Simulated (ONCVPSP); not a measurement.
**mercury: excitation energies, all-electron against ONCV**

* Element: Hg
* Generator: ONCVPSP 4.0.1
* Type: optimised norm-conserving Vanderbilt (ONCV)
* Functional: LDA (Perdew-Wang 92)
* Relativity: scalar-relativistic
* Frozen core: [Kr] 4d10 4f14
* Valence charge: 20
* Reference configuration: 5s2 5p6 5d10 6s1.5 (charge +0.5)
* Partial waves: 5s+6s: rc 1.70 bohr, ncon 3, nbas 7, qcut 7.5 1/bohr, 2 projectors; 5p: rc 1.40 bohr, ncon 4, nbas 9, qcut 8.4 1/bohr, 2 projectors, debl 2 Ha; 5d: rc 1.30 bohr, ncon 4, nbas 8, qcut 6.9 1/bohr, 2 projectors, debl 2.7 Ha
* Local potential: polynomial inside 0.90 bohr (lpopt 5, dvloc0 2 Ha)
* Core correction: polynomial model core, fcfact 0.2

In the p channel the program set the typed energies aside and used -2.616, 0.250 Ha.

Energies are relative to the spin-unpolarised reference configuration 5s2 5p6 5d10 6s1.5; without spin polarisation the order of configurations can differ from experiment.

```tsv
valence configuration	charge	ΔE all-electron (eV)	error AE − PS (meV)
5s2 5p6 5d10 6s2	0	-4.523	+0.5
5s2 5p6 5d10 6s0 6p1	+1	14.058	-7.8
```

(1) What are ΔE and the potential's error for 5s2 5p6 5d10 6s0?

(2) What are ΔE and the potential's error for 5s2 5p6 5d10 6s1?

Levels in the configuration 5s2 5p6 5d10 6s0:

| level | all-electron (eV) | pseudo (eV) |
| --- | --- | --- |
| 5s | -137.874 | -137.986 |
| 5p | -86.110 | -86.134 |
| 5d | -29.075 | -29.071 |

Note: ghosts flagged at negative energy: s at -14.3 eV; no localised positive-energy state flagged. A true bound ghost makes a file unfit for plane-wave use.

Answers

(1) ΔE = 25.909 eV all-electron; the error (AE − PS) is -15 meV.

(2) ΔE = 6.519 eV all-electron; the error (AE − PS) is -2.7 meV.
